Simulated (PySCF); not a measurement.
Polarisability of `FC(F)(F)c1cc[nH+]cc1`

Compound: C6H5F3N (charge +1).
Atom-mapped SMILES: `[F:1][C:2]([F:3])([F:4])[c:5]1[cH:6][cH:7][nH+:8][cH:9][cH:10]1` (hydrogens: H11 on C6; H12 on C7; H13 on N8; H14 on C9; H15 on C10)

Cartesian coordinates in Å at the GFN2-xTB level; atoms count from 1:
```xyz
15
C6H5F3N angstrom
F      2.656    0.447   -1.150
C      2.202    0.042    0.037
F      2.656    0.883    0.961
F      2.706   -1.164    0.281
C      0.676    0.009    0.024
C      0.010   -1.147   -0.375
C     -1.372   -1.139   -0.393
N     -2.039   -0.038   -0.037
C     -1.427    1.087    0.342
C     -0.047    1.145    0.382
H      0.558   -2.034   -0.656
H     -1.941   -2.010   -0.688
H     -3.059   -0.058   -0.053
H     -2.039    1.937    0.613
H      0.457    2.048    0.692
```

Level: CAM-B3LYP/def2-SVPD (PySCF), static field, nuclei fixed, core orbitals frozen in the response. The polarisability tensor in these axes (au):

```
x   87.22  0.09  0.39
y    0.09 75.37  9.87
z    0.39  9.87 48.77
```

Give the principal values, the mean and the anisotropy Δα = √{½[(α1 − α2)² + (α2 − α3)² + (α1 − α3)²]}.

Principal values 45.51, 78.62 and 87.23 au; mean 70.46 au = 10.44 Å³ = 11.62 × 10⁻⁴⁰ C²·m²/J; Δα = 38.15 au (54 % of the mean).

What depolarisation ratio follows for Rayleigh scattering of linearly polarised light, taking the static tensor?

ρ = 3Δα²/(45ᾱ² + 4Δα²) = 4366.3/(223381 + 5821.7) = 0.019.

Sum over states: ᾱ = Σ f/ω², ω in Eh. What share falls to these 8 lowest TDDFT singlets (eV, f)? 5.46, 0.1060; 6.39, 0.0148; 6.90, 0.0052; 7.42, 0.6421; 7.47, 0.0001; 7.75, 0.3209; 8.12, 0.0003; 8.15, 0.0024.

They add up to 15.61 au, 22.2 % of the 70.46 au; the largest single term is 8.64 au, from the state at 7.42 eV. Terms in order: 2.64, 0.27, 0.08, 8.64, 0.00, 3.96, 0.00, 0.03 au. Higher excitations give the rest. The strengths listed sum to 1.092.

Directions of the eigenvectors, and the extent of the frame along each?

Largest value along (1.00, 0.02, 0.02), where the nuclei span 5.75 Å; middle along (-0.02, 0.95, 0.31), 4.30 Å; least along (-0.01, -0.31, 0.95), 1.87 Å. The response follows the extents in order.

Isolated species at its GFN2-xTB geometry, gas phase.
